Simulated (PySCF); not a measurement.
3-ethenylsiletane (C₅H₁₀Si), SMILES C1[SiH2]CC1C=C.

Geometry: PBE0-D3(BJ)/def2-SVP. The values are those of a single conformer.

Calculation: PySCF with PBE/def2-TZVP.

| Item | Value |
|---|---|
| total energy | -485.64906 hartree |
| point group | Cs |
| highest occupied level | -6.21 eV |
| lowest empty level | -1.07 eV |
| orbital gap | 5.14 eV |
| dipole moment | 0.26 D |
| quadrupole, principal values (traceless, Buckingham form, about the centre of nuclear charge) | -2.36, -0.77, 3.14 D·Å |
| mean static polarisability | 89.9 bohr³ (13.33 Å³) |
| polarisability, principal values | 72.2, 75.6, 122.0 bohr³ |
